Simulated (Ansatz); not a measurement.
`C[S][K]` + `[OH][Y]([OH])[OH]` → `C[O][Y]([OH])[OH]` + `[SH][K]`  (substitution at a C–S bond)

Computed with Ansatz on PBE0-D4/def2-TZVP structures; ΔE is electronic, products minus reactants. CCSD(T)/CBS is the MP2 limit (def2-TZVPP, def2-QZVPP) plus CCSD(T) − MP2 in def2-TZVPP, frozen cores. DFT in def2-TZVPP. def2 core potentials past Kr. For K, Y outer-core shells are correlated without core-valence functions, which leaves a few kJ/mol of doubt a bond. Scalar relativity is left out up to krypton. One conformer a species, not always the lowest.

```
          level  ΔE (kcal/mol)
        ωB97M-V            2.6
         B2PLYP            2.0
            PBE            2.4
        r2SCANh            2.2
        r2SCAN0            2.3
CCSD/def2-TZVPP            1.7
  HF/def2-QZVPP           -0.3
  MP2/CBS(def2)            4.9
```

(1) What does CCSD(T)/CBS give? (An estimate is asked.)

Largest T1 diagnostic among the species: 0.014.

Results:

(1) Computed: +3.3 kcal/mol. The listed levels differ from it by -0.7, -1.3, -0.9, -1.1, -1.0, -1.6, -3.6, 1.6 kcal/mol.

At CCSD(T), def2-SVP lies −4.7 kcal/mol from the extrapolated value and def2-TZVPP −1.3 kcal/mol. In def2-TZVPP, CCSD(T) changes the Hartree–Fock value by +2.2 kcal/mol (the triples alone add +0.3 kcal/mol) and MP2 by +3.8 kcal/mol. Leaving LDA and LC-ωPBE aside and taking each functional with its dispersion term where it has one, the values, not all of them listed here, spread over 2.2 kcal/mol, from CAM-B3LYP-D4 to revPBE-D4. LDA lies −0.9 kcal/mol from PBE without D4.
